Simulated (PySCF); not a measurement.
**UHF on Ho⁴³⁺ (holmium, charge +43)**

Configuration: [Ar] 3d6, high-spin 5D determinant. Calculation: PySCF 2.14, in an even-tempered Gaussian basis (18 s from 8.8 bohr⁻², ratio 2.5; 13 p from 11 bohr⁻², ratio 2.5; 8 d from 11 bohr⁻², ratio 2.5; 4 f from 45 bohr⁻², ratio 2.7; 3 g from 67 bohr⁻², ratio 2.7); the spin-free X2C one-electron Hamiltonian (Gaussian nucleus).

| Property | Result |
| --- | --- |
| Total energy | -11195.166343 hartree |
| One-electron energy | -12952.2976 hartree |
| Hartree (Coulomb) energy | 1947.6070 hartree |
| Exchange energy | -190.4757 hartree |
| ⟨S²⟩ | 6.0002 |
| ⟨L²⟩ | 6.001 |
| Sum of ⟨r⟩ | 3.583 bohr |
| Sum of ⟨r²⟩ | 0.7626 bohr² |
| Traceless quadrupole moment −½Σ⟨3z² − r²⟩ along its main axis | 0.0123 e·bohr² |

| shell | electrons | mean orbital energy (hartree) | spread (hartree) | rms radius, mean of both spins (bohr) |
| --- | --- | --- | --- | --- |
| 1s α | 1 | -2140.02624 | 0 | 0.0236 |
| 1s β | 1 | -2140.00341 | 0 | 0.0236 |
| 2s α | 1 | -432.37620 | 0 | 0.0947 |
| 2s β | 1 | -431.19746 | 0 | 0.0947 |
| 2p α | 3 | -393.40754 | 0.29500 | 0.0853 |
| 2p β | 3 | -392.22362 | 0.06451 | 0.0853 |
| 3s α | 1 | -155.48945 | 0 | 0.235 |
| 3s β | 1 | -154.11072 | 0 | 0.235 |
| 3p α | 3 | -143.32425 | 0.35509 | 0.233 |
| 3p β | 3 | -141.61197 | 0.15838 | 0.233 |
| 3d α | 5 | -129.04231 | 0.49640 | 0.209 |
| 3d β | 1 | -127.91792 | 0 | 0.209 |

Spin-orbit coupling is strong in this species (close to jj coupling), so the high-spin LS determinant is a model state, not a physical level.

Densities and radii are taken from the X2C orbitals without a picture-change correction, which distorts them close to the nucleus.

Spin-orbit constants ζ (cm⁻¹) from the X2C one-electron operator on these orbitals: bare nucleus, nucleus screened by l(l+1)(2l+1)/3 electrons, and screened by the Breit-Pauli mean field of the electrons.

| shell | bare | screened nucleus | mean field |
| --- | --- | --- | --- |
| 2p | 4441000 | 4308000 | 4257000 |
| 3p | 1044000 | 1013000 | 1001000 |
| 3d | 167100 | 142200 | 140100 |

To first order the Landé constant is A = -35030 cm⁻¹, so the lowest level has J = 4 and lies 17.4 eV below the centre of the term. This holds in LS coupling only, and this species is close to jj coupling.
